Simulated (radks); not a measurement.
Charge is removed step by step from the 2s up level of Li, starting from [He] 2s(up 1, down 0). Method: non-relativistic Kohn-Sham, PBE, spin-polarised, spherical densities, point nucleus; computed with a radial shooting solver on a logarithmic mesh with Libxc functionals.

removed (e),E - E(0) (eV),eigenvalue (eV)
0,0.000,-3.228
0.125,0.441,-3.834
0.25,0.959,-4.448
0.375,1.553,-5.062
0.5,2.224,-5.665
0.625,2.969,-6.246
0.75,3.784,-6.787
0.875,4.663,-7.279

The mean slope of the eigenvalue, de/dn, is 4.63 eV per electron.
